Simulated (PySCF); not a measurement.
Geometry:
```tsv
atom	x (Å)	y (Å)	z (Å)
F1	1.907	-0.610	-2.068
C2	2.249	-1.028	-0.819
F3	3.612	-1.005	-0.781
Si4	1.519	0.158	0.539
Cl5	1.979	-0.665	2.315
C6	-0.324	0.250	0.264
C7	-1.251	-0.500	-0.356
Cl8	-1.195	-1.955	-1.226
C9	-2.417	0.380	-0.024
C10	-1.373	1.259	0.706
H11	1.948	-2.082	-0.741
H12	2.164	1.455	0.372
H13	-3.173	-0.074	0.613
H14	-2.899	0.847	-0.880
H15	-1.246	2.255	0.291
H16	-1.507	1.324	1.783
```

- σ from GIAO-PBE0/pcSseg-1
- structure optimised with GFN2-xTB
- program: PySCF 2.14.0 with density-fitted response routines
- no solvent model, one conformer, relativity neglected

Scale: TMS for 13C (σ = 186.93 ppm), 1H (σ = 31.72 ppm), 29Si (σ = 349.16 ppm); CFCl3 for 19F (σ = 170.95 ppm); 35Cl (σ = 949.78 ppm) vs HCl (reference shieldings calculated alike).

```json
{"atoms": "H11", "nucleus": "1H", "count": "1", "δ (ppm)": "6.71"}
{"atoms": "H12", "nucleus": "1H", "count": "1", "δ (ppm)": "?"}
{"atoms": "F3", "nucleus": "19F", "count": "1", "δ (ppm)": "?"}
{"atoms": "F1", "nucleus": "19F", "count": "1", "δ (ppm)": "-152.9"}
{"atoms": "C6", "nucleus": "13C", "count": "1", "δ (ppm)": "146.3"}
{"atoms": "H13", "nucleus": "1H", "count": "1", "δ (ppm)": "2.97"}
{"atoms": "C7", "nucleus": "13C", "count": "1", "δ (ppm)": "?"}
{"atoms": "Si4", "nucleus": "29Si", "count": "1", "δ (ppm)": "-30.0"}
{"atoms": "H15", "nucleus": "1H", "count": "1", "δ (ppm)": "2.41"}
{"atoms": "H16", "nucleus": "1H", "count": "1", "δ (ppm)": "2.53"}
{"atoms": "C10", "nucleus": "13C", "count": "1", "δ (ppm)": "?"}
{"atoms": "C9", "nucleus": "13C", "count": "1", "δ (ppm)": "42.6"}
{"atoms": "Cl5", "nucleus": "35Cl", "count": "1", "δ (ppm)": "-34"}
{"atoms": "Cl8", "nucleus": "35Cl", "count": "1", "δ (ppm)": "284"}
{"atoms": "H14", "nucleus": "1H", "count": "1", "δ (ppm)": "3.03"}
{"atoms": "C2", "nucleus": "13C", "count": "1", "δ (ppm)": "?"}
```

**Question.** Complete the table.

**Answer.** 
- C7: 161.9 ppm, fully substituted alkene carbon; the olefinic region
- C2: 126.4 ppm, sp3 CH bonded to 2 F and Si; 2 electronegative neighbours deshield it
- C10: 28.2 ppm, allylic sp3 CH2; a saturated carbon with 2 carbon neighbours and no heteroatom attached
- H12: 4.99 ppm, hydrogen on a silicon bonded to 2 C, Cl
- F3: -156.8 ppm, fluorine of a CF2 group

Carbons that carry Cl, above all several Cl atoms, come out too deshielded, partly because spin–orbit coupling is missing. Shifts are as computed. Against solution values, carbons near 30 ppm lie about +3 ppm off and those near 130 ppm about +5 ppm; carbons on Cl a further +6 ppm. Of 1211 compounds with measured shifts, 218 miss one by over three times the rms of a fit or turn the order of signals round; such compounds aren't used in these exercises. Unscaled 19F shifts against computed CFCl3 carry errors that often reach 10 to 50 ppm.
